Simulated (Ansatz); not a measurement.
Ansatz results at the PBE0-D4/def2-TZVP geometry: LUMO energy (B3LYP/def2-TZVPP) -1.61 eV; HOMO energy (PBE0/def2-TZVPP) -7.27 eV; ideal-gas entropy at 298 K and 1 bar (rigid rotor, harmonic PBE0-D4/def2-TZVP) 497 J/(mol·K).

Each molecule was computed in one conformer, which needn't be the lowest.

(1) Which molecule gave them?
A. `CC[N](C)[Hf]([Cl])([Cl])[Cl]`
B. `[NH2][Hf]([F])([Cl])[Br]`
C. `[SH][Hf]([SH])([Cl])[Cl]`
D. `[F][Hf]([F])([I])[I]`

Answers

(1) A. The others give `[SH][Hf]([SH])([Cl])[Cl]`: -2.32, -8.09, 429; `[F][Hf]([F])([I])[I]`: -2.35, -8.14, 406; `[NH2][Hf]([F])([Cl])[Br]`: -1.57, -8.21, 404.

B3LYP here is the variant with VWN-RPA as its local correlation; programs differ in this.
